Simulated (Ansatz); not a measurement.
Breaking the B1–H3 bond in iminoborane (SMILES B=N) (multiplicity 1 held, fragments rigid). Energies count from the point at 1.167 Å.
Geometry at that point (charge 0, multiplicity 1):
```xyz
4

B      0.000     0.000    -0.692
N      0.000     0.000     0.541
H      0.000     0.000    -1.859
H      0.000     0.000     1.533
```

U- levels take the lowest unrestricted solution at each point, which mixes spins at long bonds. Active spaces are followed from a long bond inwards. Curves can end on different states.

Frozen-core correlation.

Codes used: Ansatz (a first-principles code) with Gaussian orbitals. Each number belongs to the level named beside it.

Energies in kcal/mol.

```csv
R (Å),U-HF/cc-pVTZ,"SC-NEVPT2 on CASSCF(2,2)/cc-pVTZ","FIC-NEVPT4(SD) on CASSCF(2,2)/cc-pVTZ","FIC-MRCISD+Q on CASSCF(2,2)/cc-pVTZ"
0.933,26.5,28.1,26.8,26.5
1.050,5.3,6.0,5.5,5.4
1.167,0.0,0.0,0.0,0.0
1.284,3.9,2.9,3.3,3.4
1.400,13.0,10.7,11.4,11.6
1.575,31.3,26.5,27.8,28.0
1.750,51.6,43.6,45.3,45.6
2.042,76.3,69.2,71.4,71.8
2.334,86.0,88.1,90.7,91.1
2.684,90.2,101.6,104.5,104.9
3.151,91.7,109.1,112.1,112.5
3.734,92.1,111.5,114.5,115.0
```

Doubts at one or more of the structures used: a spin-contaminated determinant (U-HF/cc-pVTZ).
